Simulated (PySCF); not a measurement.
Species: C₉H₉N.
Bonds: C1–C2, C2–C3 (double), C3–C4, C4–N5 (triple), C3–C6, C6–C7 (double), C7–C8, C8–C9, C9–C10, C2–C8, C8–C10. Hydrogens: H11, H12, H13 on C1; H14 on C6; H15 on C7; H16, H17 on C9; H18, H19 on C10.

Probes without a nucleus sit at each ring's centroid and 1 Å off its mean plane on both sides; NICS is minus the shielding there, NICSzz its component along the normal. Level: GIAO PBE0/pcSseg-1 (PySCF, non-relativistic, gas phase) on the GFN2-xTB geometry, one conformer.

Rings: 1. C2–C3–C6–C7–C8; 2. C8–C9–C10.

```csv
set,NICS(0),"NICS(1), two faces","NICS(1)zz, two faces"
P,-42.7,-6.9 / -7.6,-21.9 / -23.1
Q,-4.1,-5.8 / -5.8,-11.4 / -11.4
```

Which set (ppm) belongs to which ring?

P = 2, Q = 1.
- 1 (5-membered carbocycle; formal bonds 2 double, 3 single): mean NICS(1)zz -11.4 ppm, shielded. C8 has four or more neighbours, and the NICS criterion for π rings isn't applied.
- 2 (3-membered carbocycle; formal bonds all single): mean NICS(1)zz -22.5 ppm, shielded. C8, C9, C10 have four or more neighbours, and the NICS criterion for π rings isn't applied.

How do the rings differ in shape?

```tsv
ring	bond lengths (Å)	rms pucker (Å)	HOMA	nearest outside atom to a NICS(1) probe (Å)
1	1.363, 1.454, 1.341, 1.471, 1.473	0.00	–	hydrogen 2.48
2	1.521, 1.478, 1.521	0.00	–	hydrogen 1.45
```
